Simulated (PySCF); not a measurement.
**EPR parameters of [C6H7NS]+**

C6H7NS (charge +1 and doublet state).
Structure used (GFN2-xTB), in Å, numbered top down from 1:
```xyz
15
C6H7NS angstrom
N      2.1194    2.3380   -0.3114
C      1.1448    1.7626   -0.4371
C     -0.0588    0.9625   -0.5582
C     -0.8458    0.9271    0.7160
C     -1.1094   -0.3297    1.1030
C     -0.6192   -1.3281    0.1284
C      0.2422   -0.5260   -0.8679
S      1.9721   -1.0744   -0.6104
H     -0.6558    1.4373   -1.3515
H     -1.1616    1.8316    1.2059
H     -1.6315   -0.6132    2.0004
H     -1.4540   -1.8040   -0.3994
H     -0.0785   -2.1529    0.6088
H      0.0404   -0.7674   -1.9115
H      2.0912   -0.6554    0.6631
```

The hyperfine couplings belong to this conformer and change with its torsions.

The species is `N#C[C@@H]1C=CC[C@@H]1[SH+]` [radical] (charge +1).

Method: UKS B3LYP, pcH-1 on C H N S, non-relativistic, mean-field spin-orbit, GIAO in PySCF 2.14.0. The structure is a single GFN2-xTB conformer in the gas phase; no vibrational or solvent corrections. A GFN2-xTB geometry isn't a minimum of the functional, and hyperfine couplings can be far from their values at a DFT geometry, by a factor of two or more for some ions and for spin on atoms past the first row. The SCF solution wasn't tested for stability.

| Quantity | Value |
| --- | --- |
| g1, g2, g3 | 2.00228, 2.01013, 2.01756 |
| g_iso | 2.00999 |
| Form of g | rhombic: the two nearest values differ by 49 % of g3 − g1 |
| ⟨S²⟩ | 0.7539 (exact 0.7500) |
| Total energy | -685.43856 Eh |
| Basis functions | 280 |

Hyperfine couplings atom by atom, in MHz; T1 to T3 are the principal values of the dipolar part; ρ(0) is the spin density at the nucleus:

| atom | isotope | a_iso | of which spin–orbit | T1 | T2 | T3 | Mulliken spin population | ρ(0) (bohr⁻³) |
| --- | --- | --- | --- | --- | --- | --- | --- | --- |
| N1 | 14N | 0.5 | 0.0 | -1.7 | -1.6 | 3.3 | 0.02 | 0.0014 |
| C2 | 13C | 7.4 | -0.1 | -3.3 | -2.0 | 5.3 | 0.01 | 0.0066 |
| C3 | 13C | 3.3 | 0.0 | -1.5 | -1.2 | 2.7 | 0.00 | 0.0029 |
| C4 | 13C | 10.6 | 0.0 | -16.1 | -15.5 | 31.5 | 0.20 | 0.0094 |
| C5 | 13C | -2.0 | 0.0 | -9.0 | -6.1 | 15.1 | 0.06 | -0.0017 |
| C6 | 13C | 8.8 | 0.0 | -9.2 | -7.9 | 17.1 | 0.03 | 0.0078 |
| C7 | 13C | -1.9 | 0.2 | -2.3 | -1.4 | 3.7 | -0.02 | -0.0019 |
| S8 | 33S | 23.8 | 0.4 | -65.4 | -62.4 | 127.8 | 0.65 | 0.0682 |
| H9 | 1H | 24.6 | 0.0 | -3.1 | -0.7 | 3.8 | 0.01 | 0.0055 |
| H10 | 1H | -8.0 | 0.0 | -7.7 | -2.3 | 10.0 | -0.01 | -0.0018 |
| H11 | 1H | 1.6 | 0.0 | -4.0 | -1.9 | 6.0 | 0.00 | 0.0004 |
| H12 | 1H | 97.1 | 0.0 | -4.7 | -3.2 | 7.9 | 0.04 | 0.0217 |
| H13 | 1H | 79.0 | 0.0 | -8.0 | -2.6 | 10.6 | 0.02 | 0.0177 |
| H14 | 1H | -0.7 | 0.0 | -3.1 | -1.1 | 4.1 | 0.00 | -0.0002 |
| H15 | 1H | -28.8 | 0.2 | -13.7 | -1.4 | 15.1 | -0.02 | -0.0065 |

Largest spin populations (Mulliken): S8 (+0.65), C4 (+0.20) and C5 (+0.06).

Under fast tumbling the dipolar parts average out, and these isotropic splittings remain: 1 × 1H (H12, I = 1/2, 2 lines) with 3.45 mT, 1 × 1H (H13, I = 1/2, 2 lines) with 2.81 mT, 1 × 1H (H15, I = 1/2, 2 lines) with 1.02 mT, 1 × 1H (H9, I = 1/2, 2 lines) with 0.88 mT, 1 × 1H (H10, I = 1/2, 2 lines) with 0.28 mT and 1 × 1H (H11, I = 1/2, 2 lines) with 0.06 mT.

The 13C coupling of C4 (10.6 MHz) shows only in satellite lines or after enrichment, since that isotope makes up about 1.07 % of natural carbon.

The 33S coupling of S8 (23.8 MHz) shows only in satellite lines or after enrichment, since that isotope makes up about 0.76 % of natural sulfur.

The spin density at the nucleus, in bohr⁻³, is negative for H15 (-0.0065), C7 (-0.0019) and H10 (-0.0018), for instance. A restricted open-shell determinant has no negative spin density anywhere; here it arises because α and β orbitals differ (spin polarisation).
